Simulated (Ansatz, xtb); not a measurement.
# CH11NSi3: which of two isomers lies lower

We compare a, `C[SiH2]N[SiH2][SiH3]`, a singlet, with b, `C[SiH2]N([SiH3])[SiH3]`, a singlet. Both are isolated molecules in the gas phase, relaxed with B3LYP-D3(BJ)/def2-SVP, each in the lowest conformer that the search found.

a (Å):

```xyz
16

C     2.5786    0.8733   -0.7525
N     0.9980    0.0039    1.6928
Si    2.1813    1.1309    1.0673
Si   -0.7462    0.0706    1.6191
Si   -1.4533    2.1888    0.8770
H     2.9736   -0.1394   -0.9340
H     1.6723    1.0004   -1.3666
H     3.3305    1.6018   -1.0988
H     3.4269    0.9804    1.8772
H     1.6307    2.5060    1.2490
H     1.3838   -0.8649    2.0594
H    -1.3498   -0.2104    2.9595
H    -1.3158   -0.9561    0.6868
H    -0.8542    2.5173   -0.4511
H    -1.1005    3.2687    1.8431
H    -2.9394    2.1511    0.7244
```

b (Å):

```yaml
atoms:
  - { symbol: C, position_ang: [1.9374, -0.5670, 0.3176] }
  - { symbol: N, position_ang: [0.3441, 1.9681, 0.7457] }
  - { symbol: Si, position_ang: [0.5790, 0.3004, 1.2853] }
  - { symbol: Si, position_ang: [1.3584, 3.2481, 1.4012] }
  - { symbol: Si, position_ang: [-0.7211, 2.3074, -0.6133] }
  - { symbol: H, position_ang: [2.0712, -1.6043, 0.6668] }
  - { symbol: H, position_ang: [1.6951, -0.5962, -0.7571] }
  - { symbol: H, position_ang: [2.8985, -0.0404, 0.4341] }
  - { symbol: H, position_ang: [0.9366, 0.3308, 2.7330] }
  - { symbol: H, position_ang: [-0.7099, -0.4276, 1.1033] }
  - { symbol: H, position_ang: [1.6869, 2.9313, 2.8195] }
  - { symbol: H, position_ang: [0.6276, 4.5443, 1.3186] }
  - { symbol: H, position_ang: [2.6451, 3.3983, 0.6537] }
  - { symbol: H, position_ang: [-1.2557, 3.6926, -0.4847] }
  - { symbol: H, position_ang: [-0.0189, 2.2075, -1.9300] }
  - { symbol: H, position_ang: [-1.8387, 1.3222, -0.6137] }
```

Q: Estimate which is lower in electronic energy at CCSD(T)/def2-SVP + ΔMP2/def2-TZVPP, and by roughly how much.

A: The CCSD(T)/def2-SVP + ΔMP2/def2-TZVPP calculation puts structure b lower, by 14.2 kcal/mol.

How the difference moves with the method:

```
                             level               geometry  E(b) − E(a) (kcal/mol)  departure from the last row (kcal/mol)  job, with rough time for the two
             B3LYP-D3(BJ)/def2-SVP  B3LYP-D3(BJ)/def2-SVP                     −11.5                                    +2.7             optimisation, 3.6 min
                       HF/def2-SVP  B3LYP-D3(BJ)/def2-SVP                     −14.9                                    −0.7           part of the CCSD(T) run
                      MP2/def2-SVP  B3LYP-D3(BJ)/def2-SVP                     −15.4                                    −1.2           part of the CCSD(T) run
                  CCSD(T)/def2-SVP  B3LYP-D3(BJ)/def2-SVP                     −13.9                                    +0.3                      single point
CCSD(T)/def2-SVP + ΔMP2/def2-TZVPP  B3LYP-D3(BJ)/def2-SVP                     −14.2                                                        single point, 75 s
```

As drawn, b has 1 N–Si, 1 Si–H in place of 1 Si–Si, 1 N–H.

The levels shown agree on the order. The largest departure from CCSD(T)/def2-SVP + ΔMP2/def2-TZVPP is that of B3LYP-D3(BJ)/def2-SVP, 2.7 kcal/mol. Levels run at GFN2-xTB geometries aren't shown. The last row adds to CCSD(T) the change of the MP2 difference between the two basis sets, here −0.3 kcal/mol.

With thermal terms from frequencies at re-optimised GFN2-xTB minima (ideal gas, soft modes damped towards free rotors, one conformer each, 298.15 K, 1 atm): on the last row, ΔE + ΔZPE = −15.3, ΔH = −15.4, ΔG = −15.5 kcal/mol.

The correlated steps freeze 17 core orbitals. Codes used: Ansatz 0.2.0, xtb 6.7.1; the last row on 2 threads of Intel(R) Xeon(R) Processor @ 2.70GHz on a shared host.
